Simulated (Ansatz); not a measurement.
Ansatz (a quantum-chemistry and plane-wave program) input (CCSD(T)/def2-TZVPP):

Ansatz 0.2 input:
```yaml
crystal:
  periodic: [false, false, false]
  atoms:
    - {symbol: C, position_ang: [-0.39279785, 0.73414642, 0.86074703]}
    - {symbol: F, position_ang: [-0.84589899, 1.81629201, 0.23090234]}
    - {symbol: Br, position_ang: [0.27968122, -0.62004059, -0.25708204]}
    - {symbol: H, position_ang: [0.18103539, 0.94991419, 1.75526835]}
basis:
  gaussian:
    orbitals: def2-TZVPP
magnetization: {spin_polarized: true, initial_magnetization: 1}
correlation: {method: ccsd_t, electrons: outside_noble_gas}
```

End of the output:

```
coupled cluster: 1.11 GiB planned
cycle   1  -15.14346023 eV  change   -2.3e-1 eV  update   8.7e-2
cycle   2  -15.49208984 eV  change   -3.5e-1 eV  update   2.7e-2
cycle   3  -15.58761369 eV  change   -9.6e-2 eV  update   1.7e-2
cycle   4  -15.58245083 eV  change    5.2e-3 eV  update   6.7e-3
cycle   5  -15.58112065 eV  change    1.3e-3 eV  update   3.2e-3
cycle   6  -15.58270752 eV  change   -1.6e-3 eV  update   1.2e-3
cycle   7  -15.58248876 eV  change    2.2e-4 eV  update   4.8e-4
cycle   8  -15.58250470 eV  change   -1.6e-5 eV  update   2.2e-4
cycle   9  -15.58252627 eV  change   -2.2e-5 eV  update   9.4e-5
cycle  10  -15.58246471 eV  change    6.2e-5 eV  update   3.5e-5
cycle  11  -15.58248645 eV  change   -2.2e-5 eV  update   1.8e-5
cycle  12  -15.58249156 eV  change   -5.1e-6 eV  update   6.6e-6
perturbative correction -0.57480904 eV, -0.0211238427 hartree
Total energy: -73767.25701382 eV, -2710.8966940151 hartree
```

It need not be the lowest isomer of its formula.
